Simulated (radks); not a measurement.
Task: These are the eigenvalues of the occupied orbitals of an atom or ion with whole-number occupations (eV). Calculated with a radial shooting solver on a logarithmic mesh with Libxc functionals: Dirac Kohn-Sham, PBE, spin-unpolarised, spherical densities, point nucleus.

orbital  eigenvalue
1s1/2     -23063.29
2s1/2     -3374.534
2p1/2     -3127.033
2p3/2     -2982.418
3s1/2     -633.3078
3p1/2     -536.4653
3p3/2     -511.5787
3d3/2     -340.2047
3d5/2     -335.2956
4s1/2     -118.4811
4p1/2      -88.7963
4p3/2      -84.7820
4d3/2      -39.7979
4d5/2      -39.3068

Which element is it, and in what charge state? The configuration may be excited. Open shells, if any, are shared by 2j + 1.

Result: Z = 45, rhodium, charge +3: Rh3+ in [Kr] 4d6. The list shows which subshells hold electrons but not how many an open one holds; the 1s level, -847.56 hartree, gives Z - s = 41.2 by -(Z - s)^2/2, which with screening and relativity narrows Z to a few neighbours, and the depths of the outer levels then fix element, charge and occupations together.
